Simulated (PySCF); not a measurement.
**Broadened absorption spectrum of C6H9NO**

Species: C₆H₉NO.
Bonds: C1–C2, C2–O3 (double), C2–N4, N4–C5, C5–C6, C6–C7 (double), C7–C8, N4–C8. Hydrogens: H9, H10, H11 on C1; H12, H13 on C5; H14 on C6; H15 on C7; H16, H17 on C8.

The calculation used PySCF 2.14.0, density-fitted response routines, TDDFT PBE0/def2-SVPD, vertical, gas phase, core orbitals frozen in the response. Isolated species at its GFN2-xTB geometry (one conformer only).

Computed states:

```
state  E (eV)       f
   S1    5.74   0.034
   S2    5.77  0.0010
   S3    6.11   0.013
   S4    6.32  0.0001
   S5    6.60   0.018
   S6    6.81   0.136
   S7    7.02  0.0045
   S8    7.16  0.0085
```

Each state is given a Gaussian of 0.25 eV full width at half maximum, with ε(max) = 2.175×10⁸ f / Δν̃ (Δν̃ the width in cm⁻¹). The width is an assumption, not a result. The curve ends short of the highest state used, and states not computed would add to its high-energy end.

Task: Give the broadened spectrum and its maxima.

Result: 
E (eV), ε (L mol⁻¹ cm⁻¹) and a bar:
```
     5.36          6 
     5.39         16 
     5.41         30 
     5.43         52 
     5.45         89 #
     5.47        146 #
     5.49        232 ##
     5.52        434 ###
     5.54        630 #####
     5.56        882 #######
     5.58       1193 ##########
     5.60       1557 #############
     5.62       1961 ################
     5.65       2594 #####################
     5.67       2990 ########################
     5.69       3327 ###########################
     5.71       3573 #############################
     5.73       3704 ##############################
     5.75       3708 ##############################
     5.78       3478 ############################
     5.80       3193 ##########################
     5.82       2837 #######################
     5.84       2444 ####################
     5.86       2051 #################
     5.88       1690 ##############
     5.91       1260 ##########
     5.93       1067 #########
     5.95        954 ########
     5.97        914 #######
     5.99        937 ########
     6.01       1005 ########
     6.04       1150 #########
     6.06       1247 ##########
     6.08       1324 ###########
     6.10       1366 ###########
     6.12       1367 ###########
     6.14       1322 ###########
     6.17       1181 ##########
     6.19       1049 ########
     6.21        902 #######
     6.23        750 ######
     6.25        606 #####
     6.27        479 ####
     6.30        333 ###
     6.32        272 ##
     6.34        243 ##
     6.36        248 ##
     6.38        289 ##
     6.40        368 ###
     6.43        565 #####
     6.45        751 ######
     6.47        985 ########
     6.49       1268 ##########
     6.51       1605 #############
     6.53       2003 ################
     6.56       2742 ######################
```

Maxima: 216 nm (5.74 eV), ε about 3700, made up of S1 (97%); 203 nm (6.11 eV), ε about 1400, made up of S3 (99%) (ε in L mol⁻¹ cm⁻¹; maxima over ε = 5, shares over 10%). At its high-energy end, 6.56 eV, the curve is still rising (ε about 2700, from S5 and S6).

Task: Coming from long wavelengths, where does ε first pass 100 L mol⁻¹ cm⁻¹?

Result: At about 227 nm (5.46 eV), 0.28 eV below S1.

Task: On this curve, what absorbance would a 10⁻³ mol/L sample give at 193 nm over a 1 cm path?

Result: 193 nm is 6.424 eV, where ε is about 520 L mol⁻¹ cm⁻¹, so A = ε c l ≈ 0.52 (Beer–Lambert, with the gas-phase spectrum and the assumed width).

Task: What would ε be at 5.74 eV, the highest of these maxima, with half the width (0.125 eV)?

Result: About 7420 L mol⁻¹ cm⁻¹ against 3720, a factor of about 1.99; a lone state at its own centre would give exactly 2.
